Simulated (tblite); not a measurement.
C₂H₃N, triplet, geometry from GFN2-xTB (a higher spin typed on purpose: for a closed-shell molecule this is an excited state); tblite 0.6.0 with GFN1-xTB.

Input for tblite:
```
$ tblite run mol.xyz --method gfn1 --charge 0 --spin 2 --json tblite.json --no-restart

# file mol.xyz
6

C     -1.07799219     0.02838501     0.00627118
C      0.34217185    -0.47008600     0.13522217
N      1.23983392     0.32551057    -0.11379751
H     -1.55551587    -0.60779227    -0.73783391
H     -1.53194100    -0.09395255     0.98882234
H     -1.17645856     1.07337678    -0.30336599
```

Output, abridged:

```
xTB calculator
 | screened Coulomb repulsion
 | Coulomb electrostatics
 |  * isotropic Klopman-Ohno-Mataga-Nishimoto electrostatics
 |  * onsite third-order electrostatics
 | DFT-D3(BJ) dispersion correction

halogen bonding energy    0.0000000000000E+00 Eh
repulsion energy          1.1918721314241E-01 Eh
dispersion energy        -1.1456233305093E-03 Eh
number of electrons       1.6000000000000E+01 e
integral cutoff           1.9731147476801E+01 bohr

------------------------------------------------------------
  cycle        total energy    energy error   density error
------------------------------------------------------------
      1     -8.676085707717  -8.7941273E+00   5.9637663E-01
      2     -8.762822364943  -8.6736657E-02   4.1013400E-01
      3     -8.809042231377  -4.6219866E-02   2.2401315E-01
      4     -8.814867976488  -5.8257451E-03   2.3683873E-02
      5     -8.815459253466  -5.9127698E-04   6.5698919E-03
      6     -8.815491533179  -3.2279713E-05   1.3108685E-03
      7     -8.815493064608  -1.5314283E-06   3.6958100E-04
      8     -8.815493119034  -5.4426422E-08   5.8236476E-05
      9     -8.815493120127  -1.0927970E-09   1.0298025E-05
------------------------------------------------------------

electronic energy        -8.9335347099387E+00 Eh
total energy             -8.8154931201268E+00 Eh

Post processing:
 | Mayer-Wiberg bond orders

[Info] JSON dump of results written to 'tblite.json'
```
